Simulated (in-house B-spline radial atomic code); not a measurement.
A radial electron density 4πr²n(r) was computed for an atom or ion in its tabulated ground configuration with a B-spline radial code for spherical atoms; method: non-relativistic LDA exchange-only, spin-polarised, spherical fractional occupations. Columns: r (bohr), 4πr²n(r) (electrons per bohr), bar.

```
 0.00492   0.2939 #
 0.00574   0.3923 #
  0.0067   0.5223 ##
 0.00782   0.6927 ##
 0.00912   0.9132 ###
  0.0106    1.191 ####
  0.0124    1.561 #####
  0.0145    2.029 #######
  0.0169    2.603 #########
  0.0198    3.334 ###########
  0.0231    4.194 ##############
  0.0269    5.194 #################
  0.0314    6.358 #####################
  0.0367    7.658 #########################
  0.0428    9.012 ##############################
  0.0499    10.36 ##################################
  0.0583     11.6 #######################################
   0.068    12.58 ##########################################
  0.0794    13.17 ############################################
  0.0926    13.23 ############################################
   0.108    12.73 ##########################################
   0.126    11.71 #######################################
   0.147    10.33 ##################################
   0.172    8.877 ##############################
   0.201    7.727 ##########################
   0.234    7.181 ########################
   0.273     7.34 ########################
   0.319    8.118 ###########################
   0.372    9.159 ##############################
   0.434    10.01 #################################
   0.507    10.23 ##################################
   0.592    9.592 ################################
   0.691    8.151 ###########################
   0.806    6.222 #####################
   0.941    4.207 ##############
     1.1    2.475 ########
    1.28    1.278 ####
     1.5   0.5361 ##
    1.75   0.1893 #
    2.04  0.05391 
    2.38  0.01182
```

Task: Which atom or ion is it?
A. Mg3+
B. Si5+
C. Ne3+
D. P4+

Result: A. The area under the curve, ∫4πr²n dr = ∫r·4πr²n d(ln r) on this logarithmic grid, is 9 electrons; among the options with that count, the innermost peak, which lies near 1/Z bohr, picks Z = 12. The configuration is [He] 2s2 2p5.
